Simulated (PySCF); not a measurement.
**P⁺: ionisation energy**

P⁺ [Ne] 3s2 3p2 (3P) → P²⁺ [Ne] 3s2 3p1 (2P), as a difference of total energies. Calculation: PySCF 2.14, in ANO-RCC-VTZP (5s4p2d1f, 34 functions); the spin-free X2C one-electron Hamiltonian (Gaussian nucleus). Correlated levels: valence and next inner shell: 1s2 frozen. The calculations carry no spin-orbit coupling.

| method | ionisation energy (eV) |
| --- | --- |
| UHF | 19.165 |
| MP2 (valence and next inner shell) | 19.602 |
| SCS-MP2 (valence and next inner shell) | 19.513 |
| CCSD (valence and next inner shell) | 19.638 |
| CCSD(T) (valence and next inner shell) | 19.672 |

Q: How much does correlation contribute at CCSD(T) (valence and next inner shell)?

A: 19.672 − (19.165) = 0.507 eV, measured against UHF.

A first-order spin-orbit estimate (lowest level to lowest level, LS coupling) adds -0.007 eV.

Errors of the correlated levels include the incompleteness of this basis and the frozen core.

For comparison: 19.769 eV (semi-empirical (NIST evaluation); NIST Atomic Spectra Database, ionization energies).
